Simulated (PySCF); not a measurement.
## SiF₄: how level, basis and relativity move the structure

Each row is its own optimisation.

Each entry is the lowest minimum that a search over a few typed start shapes (and spin states, where more than one is plausible) found, or that minimum re-optimised at the stated level; isomers with ligand–ligand bonds, or fragments after loss of a ligand pair, can lie lower. Open shells are unrestricted; no spin–orbit coupling; PySCF with density fitting.

Task: Order by mean bond length to the first atom of the formula (for M2X and M3X the non-metal), shortest first (Å).
A. PBE/def2-TZVP (no relativity)
B. B3LYP/def2-TZVP (no relativity)
C. PBE0/def2-TZVP (no relativity)
D. PBE0/def2-SVP (no relativity)

Result: C (1.562), B (1.567), A (1.580), D (1.586).

Task: Give point groups and multiplicities.

Result: PBE0/def2-SVP (no relativity) Td singlet, B3LYP/def2-TZVP (no relativity) Td singlet, PBE/def2-TZVP (no relativity) Td singlet, PBE0/def2-TZVP (no relativity) Td singlet.

Across these levels the mean bond spreads over 0.024 Å and the highest wavenumber over 55 cm⁻¹; all give the same point group.

Levels that gave another bonding pattern or an unsound solution are left out.
